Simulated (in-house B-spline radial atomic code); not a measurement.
**RPA and G0W0 on Hartree-Fock: Zr XIII (Zr12+)**

Configuration [Ar] 3d10, mean-field start Hartree-Fock. Computed with a B-spline radial code for spherical atoms: all electrons, non-relativistic, point nucleus, each spin shell either full or empty, empty states to l = 9 with an (l + 1/2)⁻⁴ tail; G0W0 by contour deformation at full frequency.

Without relativity these are model numbers: it shifts the levels of so heavy an element strongly and can reorder them.

Command:
```bash
python run_gw.py task.json out
```
Settings (radii: box in bohr, nucleus in fm):
```
Z                        40
electrons                28
configuration            [Ar] 3d10
hamiltonian              nr
method                   hf
lmax                     9
spin_polarised           False
box_radius               5.84
intervals                48
```

Cost of the run: 1.5 s on 1 thread of Arm Neoverse N1, on a shared host.

Energies (hartree):

```csv
term,value
mean-field total,-3492.95785
Hartree-Fock functional on these orbitals,-3492.95785
direct second order,-2.1704
second-order exchange,0.63292
SOSEX correction,0.60549
```

**Question.** What is the RPA correlation energy, and what remains with SOSEX?

**Answer.** RPA gives -2.0049 hartree (-1.95 eV per electron); RPA + SOSEX gives -1.3994, and the second-order doubles (MP2) -1.5374 hartree. RPA lacks exchange-type terms and so overcorrelates at short range.

Quasi-particle levels (eV):

| level | occupied | mean field | Σx - vxc | Σc | QP weight | G0W0 |
| --- | --- | --- | --- | --- | --- | --- |
| 3d | yes | -432.59 | 0.00 | ? | ? | ? |
| 3p | yes | -580.84 | 0.00 | 5.14 | 0.980 | -575.70 |
| 3s | yes | -662.99 | 0.00 | 6.29 | 0.970 | -656.69 |
| 2p | yes | -2508.43 | 0.00 | 19.91 | 0.898 | -2488.52 |
| 4s | no | -230.91 | 0.00 | -1.26 | 0.997 | -232.17 |

G0W0 = mean field + (Σx - vxc) + Σc, with Σc (partial-wave tail included) taken at the quasi-particle energy. Only the outer levels were computed.

**Question.** Where does G0W0 put 3d?

**Answer.** At -430.98 eV, with Σc = 1.62 eV and a quasi-particle weight of 0.987. The tabulated removal energy is 426 ± 3 eV (NIST, tabulated theory); the calculation leaves out relativity, Breit and QED terms, and what these don't explain is the method's own error.
